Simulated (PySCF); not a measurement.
**Computed data sheet: `CC(C)OCS(=O)(=O)O`**

Species: C₄H₁₀O₄S.
Z-matrix (Å and degrees, GFN2-xTB geometry), rows numbered from 1:
```
C 
C   1  1.5238
C   2  1.5267  1  111.84
O   2  1.4390  1  105.15  3   121.94
C   4  1.3679  2  116.40  1   175.69
S   5  1.8382  4  110.92  2   -60.49
O   6  1.4266  5  110.09  4    81.74
O   6  1.4339  5  109.33  4  -146.04
O   6  1.6102  5  102.07  4   -32.77
H   1  1.0855  2  110.09  3    63.02
H   1  1.0858  2  109.57  3  -176.96
H   1  1.0867  2  109.97  3   -57.54
H   2  1.0963  1  109.85  3  -121.53
H   3  1.0869  2  110.88  1  -167.62
H   3  1.0881  2  110.23  1    70.66
H   3  1.0857  2  109.19  1   -48.76
H   5  1.0877  4  108.65  2  -176.66
H   5  1.0937  4  114.87  2    58.42
H   9  0.9581  6  108.87  5   -98.52
```

Some functional groups and rings: ether.

From GFN2-xTB geometry:

- Point group of the GFN2-xTB geometry: C1
- Rotational constants A, B, C of the GFN2-xTB geometry: 2.687, 0.916, 0.868 GHz

From PBE0/pcSseg-1 ground state and GIAO shieldings, non-relativistic (PySCF):

* Dipole moment: 3.02 D
* HOMO energy: -7.99 eV
* LUMO energy: 0.55 eV
* HOMO–LUMO gap: 8.54 eV
* Lowest Hirshfeld atomic charge: -0.32 e on O8
* Highest Hirshfeld atomic charge: +0.55 e on S6
* 13C chemical shifts (computed TMS as zero) by class: 89.4 (C5), 73.6 (C2), 22.0 (C1/C3) ppm
* 1H chemical shifts (computed TMS as zero) by class: 4.76 (H17/H18), 4.62 (H13), 4.25 (H19), 1.28 (H10/H11/H12/H14/H15/H16) ppm
* Isotropic shieldings of nuclei other than C and H, by class: 94 (O7/O8), 143 (O9), 257 (O4), 183 (S6) ppm
* Mayer bond orders between heavy atoms: C1–C2 1.05, C2–C3 1.03, C2–O4 0.84, O4–C5 1.00, C5–S6 0.85, S6–O7 1.77, S6–O8 1.77, S6–O9 0.94

Monoisotopic mass from the formula: 154.0300 u.

A dipole of 3.02 D is allowed in C1, and pure rotational transitions are dipole-allowed. The dipole equals about 10.1 × 10⁻³⁰ C·m (1 D = 3.33564 × 10⁻³⁰ C·m). With B = h/(8π²I), that is 505.379 GHz u Å² over I, the principal moments of inertia are 188.1, 552.0 and 582.5 u Å² (most abundant isotopes). The rotational constants make it an asymmetric top with κ = (2B − A − C)/(A − C) = -0.95, nearer the prolate limit (−1).

One conformer (not necessarily the lowest) at the GFN2-xTB geometry, without solvent or vibrations. NMR classes are plain means over equivalent atoms (diastereotopic ones count apart unless rotation or inversion swaps them), as if these changed places fast; in this geometry the members of some classes differ.

For the NMR shielding job (PBE0/pcSseg-1), on an x86-64 server with one thread, on a shared host, this took 29 s wall.
